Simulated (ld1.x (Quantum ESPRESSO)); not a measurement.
Before and after: ultrasoft potential for Ge (Z = 32)

```
Element                 : germanium
Generator               : ld1.x (Quantum ESPRESSO) 7.5
Type                    : ultrasoft
Functional              : LDA (PZ)
Relativity              : scalar-relativistic
Frozen core             : [Ar]
Valence charge          : 14
Reference configuration : 3d10 4s2 4p0 (charge +2)
Partial waves           : 4s (bound): rcut 1.55, rcutus 1.70 bohr; 4s channel at -0.05 Ry: rcut 1.55, rcutus 1.70 bohr; 4p (bound, empty): rcut 1.15, rcutus 1.50 bohr; 4p channel at -0.95 Ry: rcut 1.15, rcutus 1.50 bohr; 3d (bound): rcut 1.25, rcutus 1.45 bohr; 3d channel at -3.05 Ry: rcut 1.25, rcutus 1.45 bohr
Local potential         : all-electron potential smoothed inside 1.65 bohr (lloc = -2)
Core correction         : Bessel-smoothed model core inside 0.90 bohr
Augmentation charge     : PSQ, inside the norm-conserving radii
```

All-electron outer shells of the reference configuration (LDA (PZ), scalar-relativistic, ld1.x):

| shell | level (eV) | outermost node (bohr) | outermost maximum (bohr) |
| --- | --- | --- | --- |
| 3p | -135.45 | 0.23 | 0.54 |
| 3d | -49.54 | – | 0.50 |
| 4s | -29.63 | 0.77 | 1.66 |
| 4p | -20.12 | 0.82 | 1.96 |

Change: functional PBE.

Cutoffs: the cutoffs (Ry, on a coarse ladder) from which the occupation-weighted sum of valence levels, in a spherical-Bessel basis at the reference potential, stays within 10 and 1 mRy of its value at 400 Ry; they do not see the model core or the augmentation charge, which bear on the density cutoff. Errors are all-electron minus pseudo energies relative to the spin-unpolarised reference configuration.

Task: What does the change do?

Result: The potential gets neither clearly harder nor softer (55 Ry and 90 Ry → 55 Ry and 90 Ry); the number of tests that count goes from 8 to 4 (the test run of the changed file stopped, so its transferability is not established); of the 4 tests that both files solve, the error grows in 1 and shrinks in 0 by more than 15 % and 0.3 meV (median size 4.5 → 5.1 meV); neither file shows a bound ghost at the reference potential, the only one tested.

```tsv
quantity	base	changed
cutoff, loose	55 Ry	55 Ry
cutoff, tight	90 Ry	90 Ry
bound ghosts	none	none
tests counted (converged, no solver errors)	8 of 9	4 of 7 (the test run stopped)
error for 3d10 4s2 4p2, meV [ΔE -23.35 → -22.88 eV]	+2.4	+2.1
error for 3d10 4s2 4p1, meV [ΔE -15.72 → -15.44 eV]	+1.7	+1.6
error for 3d10 4s1 4p0, meV [ΔE 35.22 → 34.79 eV]	-10	-11
error for 3d10 4s1 4p3, meV [ΔE -15.31 → -14.91 eV]	-6.6	-8.2
s: phases at 1.85 bohr within 0.05 rad from the reference energy up to (Ry; the scan ends near 5)	to the end of the scan	to the end of the scan
p: phases at 1.85 bohr within 0.05 rad from the reference energy up to (Ry; the scan ends near 5)	to the end of the scan	to the end of the scan
d: phases at 1.85 bohr within 0.05 rad from the reference energy up to (Ry; the scan ends near 5)	to the end of the scan	to the end of the scan
lowest overlap eigenvalue by channel	s 0.44, p 0.71, d 1.00	s 0.44, p 0.71, d 1.00
```

Base: Tests not counted: 3d9 4s2 4p2 (solver errors, printed error -2349 eV).
